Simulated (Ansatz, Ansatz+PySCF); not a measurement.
```yaml
atoms:
  - { symbol: O, position_ang: [0.0000, 0.0000, -1.6821] }
  - { symbol: C, position_ang: [0.0000, 0.0000, -0.5257] }
  - { symbol: S, position_ang: [0.0000, 0.0000, 1.0382] }
```

Basis set: def2-SVP (spherical functions). Correlated methods keep 7 orbitals frozen. Charge 0, multiplicity 1.

Computed with Ansatz (development build ahead of 0.2.0); each method stands on the lowest determinant of its kind that the runs found. Restricted open shells among the atoms or ions are ROHF, correlated in semicanonical orbitals with singles. Restricted functionals stand beside restricted open-shell atoms, which can lie above the unrestricted atoms usual in DFT and then raise those values.

The atomization energy at this shape (free ground-state atoms in the same class of orbitals less the molecule, no zero-point energy) of singlet COS:

```tsv
method	atomization energy
ωB97X (unrestricted)	1402.4 kJ/mol
ωB97X (restricted)	1421.2 kJ/mol
r²SCAN (unrestricted)	1441.0 kJ/mol
PBE0 (restricted)	1439.9 kJ/mol
PBE0 (unrestricted)	1425.6 kJ/mol
PBE (restricted)	1533.2 kJ/mol
PBE (unrestricted)	1522.2 kJ/mol
RHF-CCSD(T)	1314.0 kJ/mol
RHF-CCSD	1269.3 kJ/mol
RHF-MP2	1392.4 kJ/mol
RHF	900.4 kJ/mol
UHF	866.4 kJ/mol
```

**Question.** What does r²SCAN (restricted) give?

**Answer.** 1462.5 kJ/mol.
